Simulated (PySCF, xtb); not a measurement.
Mg(F)(SeH) (FHMgSe), SMILES [F][Mg][SeH]. One conformer was computed; it need not be the lowest.

Harmonic wavenumbers (cm⁻¹) from GFN2-xTB in xtb 6.7.1 at its own minimum, in rising order: 29, 56, 269, 488, 649, 1999.

Question: What does PBE-D3(BJ)/def2-TZVP (PySCF) give at its own minimum? (The exact figures need the calculation; the answer reports its results.)

Answer: 112, 122, 277, 480, 732, 2335. Paired by order, the mean absolute difference is 97 cm⁻¹ and the zero-point energies are 5.0 and 5.8 kcal/mol.
